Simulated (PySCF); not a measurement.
Compound: C4H12NSi2 (doublet state).
SMILES with atom numbers: `[SiH3:1][SiH:2][NH:3][CH2:4][CH:5]1[CH2:6][CH2:7]1` (hydrogens: H8, H9, H10 on Si1; H11 on Si2; H12 on N3; H13, H14 on C4; H15 on C5; H16, H17 on C6; H18, H19 on C7)

Cartesian coordinates in Å at the GFN2-xTB level; atoms count from 1:
```
atom  x, y, z in Å
Si1    3.854   -0.289    0.511
Si2    1.713   -1.066    0.589
N3     0.729   -0.130   -0.489
C4    -0.626   -0.472   -0.840
C5    -1.633    0.008    0.184
C6    -3.051    0.274   -0.214
C7    -2.141    1.417    0.120
H8     3.902    1.036    1.145
H9     4.641   -1.206    1.341
H10    4.626   -0.136   -0.731
H11    1.388   -2.434    0.138
H12    0.852    0.872   -0.463
H13   -0.680   -1.561   -0.925
H14   -0.865   -0.039   -1.819
H15   -1.457   -0.411    1.168
H16   -3.322    0.126   -1.249
H17   -3.838    0.021    0.480
H18   -2.303    1.953    1.043
H19   -1.800    2.045   -0.690
```

The hyperfine couplings belong to this conformer and change with its torsions.

Level of theory: UKS B3LYP, pcH-1 on C H N Si, non-relativistic, mean-field spin-orbit, GIAO (PySCF 2.14.0). The structure is a single GFN2-xTB conformer in the gas phase; no vibrational or solvent corrections. The geometry wasn't refined by DFT: couplings that depend on bond lengths, twists or pyramidal angles can differ widely from those at the functional's own minimum, by a factor of two or more for some ions and for spin on atoms past the first row. The SCF solution wasn't tested for stability.

(1) What is the g tensor, term by term?

(2) What are the electron Larmor frequencies g μB B/h along the three axes at 3350 mT?

(3) How much does each term add to the isotropic shift?

(4) At 9.77 GHz, how far is the centre of the isotropic spectrum from where a free electron (g = 2.002319) resonates?

(5) In a frozen sample, at which fields do the three g values resonate at 9.5, 34, 94 and 263 GHz (hyperfine left aside), and which band first spreads them over more than twice a line width of 0.5 mT?

Answers

(1) 
```json
{"Δg (ppm)": "relativistic mass correction", "1": "-154", "2": "-154", "3": "-154"}
{"Δg (ppm)": "gauge correction", "1": "12", "2": "38", "3": "26"}
{"Δg (ppm)": "orbital Zeeman/spin–orbit", "1": "-184", "2": "600", "3": "2381"}
{"Δg (ppm)": "total", "1": "-325", "2": "484", "3": "2254"}
```

So g = 2.00199, 2.00280, 2.00457 and g_iso = 2.00312; the tensor is rhombic: the two nearest values differ by 31 % of g3 − g1. Axes: g2 points within 9° of the Si1–Si2 bond.

(2) 93.8683, 93.9063, 93.9893 GHz for g1, g2 and g3, a range of 120.9 MHz.

(3) The orbital-Zeeman/spin–orbit term 932, the mass correction -154 and the gauge correction 26 ppm, for a total of 804 ppm. The orbital-Zeeman/spin–orbit term is the largest in size. The mass correction is the same along every axis, so the anisotropy comes from the other two: their spans along these axes are 26 (gauge) and 2565 ppm (orbital Zeeman/spin–orbit).

(4) B = hν/(g μB) with μB/h = 13.99624 MHz/mT gives 348.62 mT for the free electron and 348.48 mT at g_iso, 0.14 mT lower.

(5) 
```json
{"band": "X", "GHz": "9.5", "B(g3) mT": "338.60", "B(g2) mT": "338.90", "B(g1) mT": "339.04", "spread mT": "0.44"}
{"band": "Q", "GHz": "34.0", "B(g3) mT": "1211.84", "B(g2) mT": "1212.91", "B(g1) mT": "1213.40", "spread mT": "1.56"}
{"band": "W", "GHz": "94.0", "B(g3) mT": "3350.38", "B(g2) mT": "3353.34", "B(g1) mT": "3354.70", "spread mT": "4.32"}
{"band": "J", "GHz": "263.0", "B(g3) mT": "9373.94", "B(g2) mT": "9382.22", "B(g1) mT": "9386.02", "spread mT": "12.08"}
```

The spread grows in proportion to the frequency. Q band is the first where it exceeds 1.0 mT.

The Mulliken spin populations are largest on Si2 (+0.71), N3 (+0.18) and Si1 (+0.06). The angles at Si2 add up to 330.6°, so it is pyramidal.

The HOMO–LUMO gaps are 4.65 eV among the α and 4.73 eV among the β orbitals.

On Arm Neoverse V2, one thread (shared host), this took 2.1 min wall (with the writing of density and orbital grids) and 1.1 GiB of memory at its peak.
